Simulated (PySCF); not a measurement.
A structure optimised at B3LYP-D3(BJ)/def2-SVP, used in a PySCF frequency run:

```
Si
N 1 1.7140
H 2 1.0139 1 121.66
H 2 1.0145 3 113.12 1 158.27
N 1 1.7292 2 113.28 3 -151.66
H 5 1.0172 1 130.16 2 54.01
C 5 1.4756 6 118.81 1 -164.51
H 7 1.1049 5 112.45 6 -62.39
H 7 1.1059 8 107.79 5 -125.90
Si 7 1.9370 8 113.38 9 -125.03
H 10 1.4913 7 115.37 8 115.31
H 10 1.4937 11 108.96 7 127.86
Cl 1 2.1065 2 102.51 3 -24.04
```
Charge 0, spin multiplicity 1.

**Question.** Write its SMILES and formula.

**Answer.** N[Si@]1(Cl)NC[SiH2]1, CH7ClN2Si2

**Question.** What are its rotational constants (standard atomic weights)?

**Answer.** 2.6330, 1.3179, 1.1820 GHz
